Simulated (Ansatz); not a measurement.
C$_{2}$Cl$_{2}$N$_{2}$Sn (`N#[C][Sn]([Cl])([Cl])[C]#N`), relaxed with RKS PBE0-D4/def2-TZVP in the Gaussian-basis code of Ansatz from a PBE-D4/def2-SVP geometry. The force threshold is 0.005 eV/Å; the program also tests the step.

Total charge 0; spin multiplicity 1. Sn: def2 effective core potential.

Start:

```xyz
7

N    -1.733    2.402    0.572
C    -1.113    1.480    0.195
Sn   -0.002   -0.184   -0.480
Cl    1.441    0.488   -2.184
Cl   -1.467   -1.826   -1.252
C     1.126   -0.961    1.127
N     1.747   -1.398    2.021
```

```csv
step,energy (eV),largest force (eV/Å),largest move (Å)
1,-35920.3059,2.290,0.000
2,-35920.4185,0.297,0.077
3,-35920.4257,0.005,0.020
```

End:

```xyz
7

N    -1.706    2.365    0.556
C    -1.098    1.458    0.191
Sn   -0.003   -0.184   -0.475
Cl    1.409    0.477   -2.137
Cl   -1.436   -1.787   -1.230
C     1.110   -0.950    1.110
N     1.724   -1.379    1.985
```

Hardware: 4 threads of an Arm Neoverse V2 on a shared host. Wall time 28 s, peak host memory 0.87 GiB.
